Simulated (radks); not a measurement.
These are the eigenvalues of the occupied orbitals of an atom or ion with whole-number occupations (eV). All-electron calculation, Dirac Kohn-Sham, BLYP, spin-unpolarised, spherical densities, finite nucleus; Fermi nuclear charge, rms radius of each element as measured or else 0.836 A^(1/3) + 0.57 fm. Program: a radial shooting solver on a logarithmic mesh with Libxc functionals.

1s1/2: -86176.77
2s1/2: -19529.37
2p1/2: -19021.36
2p3/2: -17138.72
3s1/2: -7896.070
3p1/2: -7710.882

Which element is it, and in what charge state? The configuration may be excited. Open shells, if any, fill j = l - 1/2 first.

Answer. Z = 79, gold, charge +65: Au65+ in [Ne] 3s2 3p2. The list shows which subshells hold electrons but not how many an open one holds; the 1s level, -3166.9 hartree, gives Z - s = 79.6 by -(Z - s)^2/2, which with screening and relativity narrows Z to a few neighbours, and the depths of the outer levels then fix element, charge and occupations together.
